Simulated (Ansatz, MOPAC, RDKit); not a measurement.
Pair of molecules: SiH4 (SMILES [SiH4]) (first 5 atoms) with H2Se (SMILES [SeH2]); geometry from B3LYP-D3(BJ)/def2-TZVP, rigid monomers moved along the line of their centres of mass till Si1···Se6 is 4.47 Å.
(charge 0, multiplicity 1):
```xyz
8

Si     0.1951    -0.0097     0.0356
H     -0.6141    -1.1760     0.4501
H     -0.4440     1.2378     0.5102
H      0.2729     0.0252    -1.4451
H      1.5616    -0.1160     0.5903
Se    -0.1512     0.0357     4.4945
H      0.2682     1.4377     4.3522
H     -1.5453     0.3876     4.1879
```

Monomers are frozen at their geometry in the pair; levels with a basis set take the counterpoise correction. RDKit's UFF carries no charges.

Correlated levels freeze the cores. Filled d and f shells under p-block atoms count as core. CBS(a, b) extrapolates the correlation energy as X⁻³ and adds the Hartree–Fock energy of set b. The state reached by PM7 isn't checked; PM7 holds dispersion and hydrogen-bond terms.

Codes used: Ansatz (a quantum-chemistry and plane-wave program); MOPAC for PM7 (differences of heats of formation); RDKit for the force fields. Each number belongs to the level named beside it.

Task: Predict the interaction energy from UFF.

Result: -29 meV
